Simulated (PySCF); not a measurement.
## A ladder of Hamiltonians for Pt⁷⁶⁺ (platinum, charge +76)

Occupied: 1s1/2. Hartree-Fock calculated with PySCF 2.14 in an uncontracted even-tempered set (15 s from 22 bohr⁻², ratio 2.7; 13 p from 26 bohr⁻², ratio 2.7), Gaussian nucleus throughout. NR is non-relativistic, sf-X2C the spin-free one-electron X2C Hamiltonian, X2C adds the bare one-electron spin-orbit term, X2C-SNSO screens it by Boettger's factors, DC is four-component Dirac-Coulomb, and the Gaunt and Breit terms are added at first order (total energies over the DC spinors, levels after relaxing the spinors in that mean field). QED terms are absent. Levels marked empty are virtual spinors of this ion.

```tsv
Hamiltonian	E (hartree)
NR	-6034.8159
sf-X2C	-6614.7893
X2C	-6614.7893
X2C-SNSO	-6614.7893
DC	-6618.3751
DC+Gaunt	-6611.4010
DC+Breit	-6611.4010
```

```
   level (eV)        NR    sf-X2C       X2C  X2C-SNSO        DC  DC+Gaunt  DC+Breit
        1s1/2  -81447.7  -89191.6  -89191.6  -89191.6  -89288.4  -89100.0  -89100.0
2s1/2 (empty)  -19854.1  -22236.5  -22236.5  -22236.5  -22247.9  -22226.1  -22228.8
2p1/2 (empty)  -19708.5  -20632.7  -22059.2  -22037.0  -22032.7  -21987.4  -21993.5
2p3/2 (empty)  -19708.5  -20632.7  -20082.9  -20089.5  -20096.6  -20075.3  -20081.5
3s1/2 (empty)   -8763.0   -9599.2   -9599.2   -9599.2   -9602.4   -9596.3   -9597.1
```

**Question.** How large are the two-electron picture-change error of X2C and the Breit correction in the total energy?

**Answer.** X2C-1e lies 3.5858 hartree above Dirac-Coulomb; Gaunt adds 6.9741 and the full Breit term 6.9741 hartree.

| interval (eV) | X2C | X2C-SNSO | DC | DC+Gaunt | DC+Breit |
| --- | --- | --- | --- | --- | --- |
| 2p3/2 − 2p1/2 | 1976 | 1948 | 1936 | 1912 | 1912 |

Weight of the small component: 1s1/2 0.0880, 2s1/2 0.0218, 2p1/2 0.0217, 2p3/2 0.0198, 3s1/2 0.00953.

Koopmans' value for the highest occupied level at DC+Breit: 89100.0 eV, against an ionisation energy of 88955.1 ± 0.3 eV (theoretical estimate listed by NIST; NIST Atomic Spectra Database, ionization energies); the former lacks relaxation, correlation, QED and recoil.

The whole ladder took 30 s of wall time on 1 thread of Intel(R) Xeon(R) 6975P-C (shared host), launched as `OMP_NUM_THREADS=1 python relrun2.py TASK.json OUT` (a driver that calls PySCF for each Hamiltonian).

Dirac-Coulomb iterations, started from the X2C spinors:

```
with_ssss True, with_gaunt False, with_breit False
light speed = 137.03599967994
init E= -6524.55019535255
cycle= 1 E= -6618.37483100763  delta_E= -93.8  |g|= 3.05  |ddm|= 0.0821
cycle= 2 E= -6618.37510824498  delta_E= -0.000277  |g|= 0.00544  |ddm|= 0.000264
cycle= 3 E= -6618.37510824691  delta_E= -1.94e-09  |g|= 8.8e-06  |ddm|= 1.35e-06
```
